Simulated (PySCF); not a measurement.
Compound: C6H7N.
Structure used (GFN2-xTB), in Å, numbered top down from 1:
```xyz
14
C6H7N angstrom
N      2.9906    1.6217   -0.9233
C      2.5350    0.6840   -0.4426
C      1.9967   -0.4731    0.1465
C      0.6818   -0.6712    0.2981
C     -0.3505    0.2735   -0.1167
C     -1.6132    0.3821    0.7070
C     -1.6662   -0.2620   -0.6333
H      2.7228   -1.2047    0.4737
H      0.3354   -1.5879    0.7581
H      0.0247    1.1829   -0.5697
H     -1.6968   -0.2452    1.5817
H     -2.0427    1.3637    0.8312
H     -2.1320    0.2692   -1.4485
H     -1.7863   -1.3337   -0.6845
```

NICS = −σ at a ghost point: NICS(0) at the centroid of the ring atoms, NICS(1) 1 Å to either side along the normal of their mean plane, zz for the tensor component along that normal. Level: GIAO PBE0/pcSseg-1 (PySCF, non-relativistic, gas phase) on the GFN2-xTB geometry, one conformer.

Ring bond lengths (Å), with Mayer bond orders in brackets: C5–C6 1.512 (0.91), C6–C7 1.488 (0.98), C7–C5 1.512 (0.91).

**Question.** Give the NICS values of each ring in ppm.

**Answer.** 
| ring | type | NICS(0) | NICS(1), two faces | NICS(1)zz, two faces | rms pucker (Å) | centre to ring atoms, mean (Å) |
| --- | --- | --- | --- | --- | --- | --- |
| C5–C6–C7 | 3-membered carbocycle; formal bonds all single | -43.0 | -7.9 / -8.2 | -22.4 / -23.0 | 0.00 | 0.87 |

**Question.** What can be read from them?

**Answer.** 
- C5–C6–C7: mean NICS(1)zz -22.7 ppm, shielded. C5, C6, C7 have four or more neighbours; no verdict on aromaticity is drawn. A hydrogen on C5, outside the ring, lies only 1.45 Å from a NICS(1) probe, which then mostly feels that atom. NICS(0) lies 35 ppm below the mean NICS(1).

**Question.** What are the shieldings of the ring atoms and their hydrogens in the same run (means over atoms taken as equivalent)?

**Answer.** 
```json
{"atoms": "C5", "environment": "allylic carbon", "σ isotropic (ppm)": "167.3", "principal values of the symmetric part, first atom (ppm)": "123.2, 162.0, 216.6"}
{"atoms": "C6 (×2)", "environment": "three-membered-ring carbon", "σ isotropic (ppm)": "175.2", "principal values of the symmetric part, first atom (ppm)": "146.2, 177.4, 201.9"}
{"atoms": "H10", "environment": "methine hydrogen", "σ isotropic (ppm)": "29.41", "principal values of the symmetric part, first atom (ppm)": "22.4, 28.7, 37.1"}
{"atoms": "H11 (×2)", "environment": "methylene hydrogen", "σ isotropic (ppm)": "31.14", "principal values of the symmetric part, first atom (ppm)": "25.7, 28.0, 39.8"}
{"atoms": "H12 (×2)", "environment": "methylene hydrogen", "σ isotropic (ppm)": "30.58", "principal values of the symmetric part, first atom (ppm)": "25.1, 26.6, 40.1"}
```
